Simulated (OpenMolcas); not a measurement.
A calculation on Co II.

| Quantity | Value |
| --- | --- |
| Program | OpenMolcas 26.06 |
| Method | MS-RASPT2, IPEA 0.25 Eh, imaginary shift 0.1 Eh (closed shells correlated: 3s 3p) |
| Basis | ANO-RCC-VTZP [6s5p3d2f1g] |
| Scalar Hamiltonian | DKH2, point nucleus |
| Active space | 8 electrons in 9 orbitals (RAS2 3d 4s; RAS3 4p, at most 2 electrons) |
| State averaging | 2S+1 = 3 even, 55 roots; 2S+1 = 5 even, 10 roots kept (CI in the orbitals of an earlier block); 2S+1 = 1 even, 49 roots kept (CI in the orbitals of an earlier block); 2S+1 = 3 odd, 21 roots; 2S+1 = 5 odd, 22 roots kept (CI in the orbitals of an earlier block); 2S+1 = 1 odd, 9 roots kept (CI in the orbitals of an earlier block, 0 in the spin-orbit step) |
| Spin-orbit coupling | RASSI with atomic mean-field integrals over the reference wave functions, term energies averaged over their components |

**Question.** Which level of the active space comes out lowest?

**Answer.** 3d⁸ ³F₄, with 100 % of that term; it is also the measured ground level.

**Question.** How high does 3d⁸ ³P₁ lie?

**Answer.** 13510 cm⁻¹ above the lowest level.

**Question.** How high does 3d⁷ 4s ⁵F₅ lie?

**Answer.** 1575 cm⁻¹ above the lowest level; measured 3350 cm⁻¹ above the ground level, so the calculation is off by -53 %.

**Question.** How high does 3d⁸ ³F₂ lie?

**Answer.** 1769 cm⁻¹ above the lowest level; measured 1597 cm⁻¹ above the ground level, so the calculation is off by +11 %.

**Question.** The level at 9640 cm⁻¹ has J = 2. What is it made of, and what is its g factor?

**Answer.** 55 % 3d⁸ ¹D₂, 34 % 3d⁷ 4s ³F(1), 7 % 3d⁷ 4s ¹D; g = 0.898, against 1.000 from Landé's formula for the pure leading term.

Measured values: NIST Handbook of Basic Atomic Spectroscopic Data.

Term energies are means over components that CASPT2 splits; among the terms shown or strongly mixed into the levels shown the widest spread is 3400 cm-1 (3d⁸ ³F). Some high roots are left out of the spin-orbit mixing, which shifts the levels that they would mix with. Terms from blocks run as CI alone lack orbitals of their own. A single d shell beside an s shell can misplace configurations of different d count against each other. The CASPT2 spread within a term exceeds the gap to the next term for 3d⁸ ³F and 3d⁷ 4s ⁵F, 3d⁷ 4s ³F(1) and 3d⁸ ¹D, so the order of their levels is uncertain, and so are names and mixing where such terms share a J. Computed and measured levels are paired by configuration, term and J; levels that our copy of the source lacks, or whose pairing is in doubt (as where it misses far off the trend of its configuration), stay unpaired and out of the deviations. Only configurations of the active space appear.

A number in round brackets counts repeated terms of one configuration in the order of the reference energies.
